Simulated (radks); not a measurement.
The manganese ion Mn+, configuration [Ar] 3d5 4s1.

Method: Dirac Kohn-Sham, PBE, spin-unpolarised, spherical densities, finite nucleus; open shells fill j = l - 1/2 first; Fermi nuclear charge, rms radius 3.7057 fm; computed with a radial shooting solver on a logarithmic mesh with Libxc functionals.

Energy parts (eV):
part                      energy
total                 -31511.107
kinetic                31915.567
electron-nucleus      -75091.348
Hartree                13073.621
exchange-correlation   -1408.946

Orbitals (lengths in bohr, moments of r in powers of bohr; r(90%) holds 90 % of the orbital's charge):
orbital,occ.,eigenvalue (eV),<r^4>,r(90%),<1/r>
1s1/2,2,-6436.396,0.00006400,0.109,24.93
2s1/2,2,-751.7570,0.01487,0.433,5.323
2p1/2,2,-644.9997,0.01120,0.402,5.266
2p3/2,4,-634.5686,0.01166,0.406,5.179
3s1/2,2,-94.0393,1.142,1.28,1.662
3p1/2,2,-63.6242,1.600,1.39,1.534
3p3/2,4,-62.3567,1.666,1.40,1.515
3d3/2,4,-14.9462,9.242,2.07,1.144
3d5/2,1,-14.8261,9.429,2.08,1.139
4s1/2,1,-11.8713,130.5,4.19,0.4630

The highest occupied level is 4s1/2 at -11.871 eV. The density falls to 0.001 e/bohr^3 at r = 3.95 bohr.
